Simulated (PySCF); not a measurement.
Molecule: `[SiH3]Cc1cccnc1`, C6H9NSi.

Bonds (- single, = double, # triple, : aromatic): Si1-C2, C2-C3, C3:C4, C4:C5, C5:C6, C6:N7, N7:C8, C8:C3. Si1 carries H9, H10, H11; C2 carries H12, H13; C4 carries H14; C5 carries H15; C6 carries H16; C8 carries H17.

Frames of a GFN2-xTB Langevin trajectory at 300 K; GIAO PBE0/pcSseg-1 shieldings in PySCF 2.14.0 with density-fitted response routines, gas phase, non-relativistic; equivalent atoms averaged within each frame.

References, each an isolated molecule treated in the same way: ²⁹Si (σ = 349.16 ppm) and ¹³C (σ = 186.93 ppm) and ¹H (σ = 31.72 ppm) against TMS; ¹⁵N (σ = 267.73 ppm) against NH3. The references are static minima.

Problem. How do the shifts (ppm) fluctuate along the trajectory?

Solution. 
```
         time (fs)    Si1     C8     C6     C3     C4     C5    C2     N7   H17   H16
               250  -65.6  161.0  151.3  147.5  144.8  126.8  24.6  357.8  8.56  8.54
               425  -60.1  159.2  156.2  142.9  136.3  123.9  23.4  390.4  9.50  9.18
               625  -62.4  156.8  152.1  153.2  139.1  126.6  20.4  349.0  8.65  8.49
               800  -61.5  159.5  155.5  146.4  150.4  133.3   7.0  360.4  8.81  8.89
              1000  -61.9  155.4  150.0  153.6  144.0  127.5  19.4  371.7  8.87  9.00
    mean of frames  -62.3  158.4  153.0  148.7  142.9  127.6  19.0  365.8  8.87  8.82
standard deviation    2.0    2.2    2.7    4.6    5.5    3.5   7.0   15.9  0.37  0.30
```

5 frames give an uncertainty of the mean of about the standard deviation over 2.2 at best, since frames this close in time may not be independent; classical motion lacks zero-point vibration, and the reference would need the same averaging.
